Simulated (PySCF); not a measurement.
C5H10, SMILES CC(CC)=C. Heavy atoms are numbered as in [CH2:1]=[C:2]([CH3:3])[CH2:4][CH3:5]. Hydrogens are named by the atom that carries them.

Coordinates come from a PBE0-D3(BJ)/def2-SVP optimisation. One conformer was computed; it need not be the lowest.

Calculation: PySCF with PBE/pcSseg-1.

GIAO shieldings, no solvent; atoms alike by connectivity are averaged. δ = σ(ref) − σ: ¹³C against TMS (σ = 182.0 ppm); ¹H against TMS (σ = 31.49 ppm), references at their B3LYP-D3(BJ)/def2-TZVP geometries, non-relativistic.

Computed chemical shifts:
| nucleus | atoms | count | δ (ppm) |
|---|---|---|---|
| ¹³C | C2 | 1 | 157.5 |
| ¹³C | C1 (CH2) | 1 | 117.9 |
| ¹³C | C4 (CH2) | 1 | 39.9 |
| ¹³C | C3 (CH3) | 1 | 25.4 |
| ¹³C | C5 (CH3) | 1 | 17.9 |
| ¹H | H on C1 | 2 | 5.26 |
| ¹H | H on C4 | 2 | 2.36 |
| ¹H | H on C3 | 3 | 2.07 |
| ¹H | H on C5 | 3 | 1.32 |
